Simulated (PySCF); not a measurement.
C₃H₈OSi, SMILES O[SiH]1CCC1. Coordinates come from a PBE0-D3(BJ)/def2-SVP optimisation. The values are those of a single conformer.

Computed equilibrium geometry at PBE0-D3(BJ)/def2-SVP (PySCF confirms it by a frequency run) as a Z-matrix (one conformer of several):
```
Si
O 1 1.6667
H 2 0.9602 1 117.23
H 1 1.5000 2 108.78 3 5.11
C 1 1.8814 4 113.97 2 -135.55
H 5 1.0990 1 122.86 4 28.14
H 5 1.1028 6 108.53 1 -130.38
C 5 1.5543 6 116.98 7 -126.06
H 8 1.1023 5 114.61 6 87.41
H 8 1.1025 9 106.80 5 122.05
C 8 1.5542 9 114.62 10 122.07
H 11 1.0990 8 116.93 9 -87.41
H 11 1.1028 12 108.53 8 -126.00
```
Charge 0, spin multiplicity 1.
